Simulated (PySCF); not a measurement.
Job file and geometry (Å, from GFN2-xTB) of an NMR shielding run on `C/N=C/[Si@H]1CC[SiH2]O1`, C4H11NOSi2, GIAO PBE0/pcSseg-1 NMR shielding, non-relativistic, gas phase (PySCF); density fitting, a coarse starting grid and PySCF grid level 2 are the driver's defaults:

```
$ OMP_NUM_THREADS=1 python probes_run.py task.json out

{"job": {"kind": "nmr", "xc": "PBE0", "basis": "pcSseg-1"}, "charge": 0, "multiplicity": 1}
C      3.837712    -0.222791    -0.286077
N      2.505434    -0.235318    -0.802678
C      1.563251     0.287316    -0.154741
Si    -0.191331     0.272562    -0.834791
C     -1.281498    -1.157610    -0.185908
C     -2.679526    -0.573398     0.071216
Si    -2.460577     1.258642     0.559148
O     -0.991386     1.517997    -0.120002
H      4.182484    -1.255243    -0.211898
H      4.476688     0.285434    -1.009622
H      3.927378     0.268500     0.693784
H      1.748127     0.767856     0.822774
H     -0.259330     0.476293    -2.278356
H     -0.869332    -1.529617     0.755441
H     -1.335963    -2.013396    -0.857984
H     -3.221127    -1.169720     0.805517
H     -3.258430    -0.623486    -0.853362
H     -2.311009     1.488622     1.993649
H     -3.391369     2.166608    -0.098407
```

**Question.** What does the program print?

**Answer.** 
```
coarse grid: 16560 points
cycle   1  E = -867.2387982739  dE =  9.495e-01  |g| = 8.356e-01  |ddm| = 3.965e+00
cycle   2  E = -867.0311622434  dE =  2.076e-01  |g| = 1.330e+00  |ddm| = 1.923e+00
cycle   3  E = -867.3711418891  dE = -3.400e-01  |g| = 1.319e-01  |ddm| = 1.387e+00
cycle   4  E = -867.3742976441  dE = -3.156e-03  |g| = 5.328e-02  |ddm| = 1.524e-01
cycle   5  E = -867.3749799046  dE = -6.823e-04  |g| = 1.166e-02  |ddm| = 5.311e-02
cycle   6  E = -867.3750106736  dE = -3.077e-05  |g| = 4.072e-03  |ddm| = 1.511e-02
cycle   7  E = -867.3750140915  dE = -3.418e-06  |g| = 1.558e-03  |ddm| = 4.111e-03
final grid: 149976 points
cycle   8  E = -867.4301267348  dE = -1.869e-05  |g| = 1.177e-02  |ddm| = 2.332e-02
cycle   9  E = -867.4300810555  dE =  4.568e-05  |g| = 1.892e-02  |ddm| = 2.339e-02
cycle  10  E = -867.4301559175  dE = -7.486e-05  |g| = 2.280e-03  |ddm| = 1.496e-02
cycle  11  E = -867.4301570845  dE = -1.167e-06  |g| = 4.180e-04  |ddm| = 1.778e-03
cycle  12  E = -867.4301571163  dE = -3.180e-08  |g| = 1.669e-04  |ddm| = 4.318e-04
cycle  13  E = -867.4301571218  dE = -5.574e-09  |g| = 3.503e-05  |ddm| = 1.467e-04
cycle  14  E = -867.4301571221  dE = -2.194e-10  |g| = 1.296e-05  |ddm| = 3.615e-05
converged SCF energy = -867.4301571221

GIAO shielding tensors (ppm)
atom      isotropic    diamagn.    paramagn.     s11        s22        s33       span
  0 C      128.594     246.970    -118.376     96.709    112.259    176.814     80.105
  1 N     -184.946     328.386    -513.333   -638.850   -194.289    278.300    917.151
  2 C        4.618     261.928    -257.310    -78.047     -5.887     97.787    175.834
  3 Si     354.364     881.928    -527.564    296.439    362.902    403.751    107.312
  4 C      176.347     256.738     -80.392    162.392    177.016    189.632     27.241
  5 C      177.511     252.652     -75.141    160.443    178.512    193.578     33.135
  6 Si     351.340     880.234    -528.894    292.305    348.242    413.474    121.170
  7 O      292.227     401.106    -108.879    215.236    315.761    345.685    130.450
  8 H       27.469      28.178      -0.708     25.179     26.530     30.699      5.519
  9 H       27.397      26.962       0.435     25.012     26.402     30.779      5.768
 10 H       28.744      29.143      -0.400     27.058     27.598     31.574      4.516
 11 H       22.938      34.298     -11.360     20.332     23.798     24.684      4.351
 12 H       26.762      30.432      -3.670     23.094     24.471     32.720      9.626
 13 H       30.860      35.120      -4.260     25.940     28.808     37.831     11.891
 14 H       30.486      32.665      -2.179     25.065     28.342     38.052     12.987
 15 H       30.536      29.319       1.217     25.410     27.891     38.308     12.897
 16 H       30.614      29.736       0.878     25.479     28.170     38.193     12.714
 17 H       26.587      29.580      -2.993     22.771     24.345     32.646      9.875
 18 H       26.511      28.327      -1.816     23.084     24.158     32.291      9.207
```

**Question.** Turn these shieldings into chemical shifts. Shifts are taken against calculated references (same method and geometry level): TMS for $^{13}$C (186.93 ppm), $^{29}$Si (349.16 ppm), $^{1}$H (31.72 ppm); $^{15}$N (267.73 ppm) against NH3; $^{17}$O (336.08 ppm) vs H2O.

**Answer.** Averaging equivalent atoms: C 2: 182.3; C 0: 58.3; C 4: 10.6; C 5: 9.4; N 1: 452.7; Si 6: -2.2; Si 3: -5.2; O 7: 43.9; H 11: 8.78; H 18: 5.21; H 17: 5.13; H 12: 4.96; H 8/9/10: 3.85; H 14: 1.23; H 15: 1.18; H 16: 1.10; H 13: 0.86 ppm. Experimental scales use liquid or dissolved standards, which lie at an offset from isolated NH3 (liquid NH3: subtract about 20 ppm) and H2O (liquid H2O: subtract about 36 ppm). Unscaled 15N shifts of sp2 nitrogen come out 20 to 40 ppm too high even then.

Size and cost of the density-fitted run: 205 basis functions, 82 s wall time on 1 thread of an Intel Xeon, shared host; peak memory 0.92 GiB.
